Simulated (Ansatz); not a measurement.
Basis-set extrapolation for B$_{2}$Cl$_{2}$F$_{2}$H$_{2}$, SMILES `F[B@H-]1[Cl+][B@H-](F)[Cl+]1` (PBE0-D4/def2-TZVP geometry, frozen core, Ansatz 0.2.0). Multiplicity 1, RHF reference.

```json
{"": "HF", "def2-TZVPP": "-1168.698784", "def2-QZVPP": "-1168.735435"}
{"": "MP2 correlation", "def2-TZVPP": "-1.100552", "def2-QZVPP": "-1.201958"}
{"": "CCSD(T) correlation", "def2-TZVPP": "-1.183320", "def2-QZVPP": "not run"}
```

Energies in hartree. Use E(X) = E(∞) + A·exp(−7.88·√X) for Hartree–Fock and E(X) = E(∞) + B·X^(−2.97) for correlation, with X = 3 and 4, and add CCSD(T) minus MP2 of the smaller set to the MP2 limit.

**Question.** What is the CCSD(T) energy at the basis-set limit?

**Answer.** HF limit: -1168.735435 + (-0.036651) × 0.13774 = -1168.74048. MP2 limit: -1.201958 + (-0.101406) × 0.74074 = -1.27707. Higher-order term: -1.183320 − (-1.100552) = -0.08277. Total: -1170.10032 hartree, 572.9 kJ/mol below CCSD(T)/def2-TZVPP.
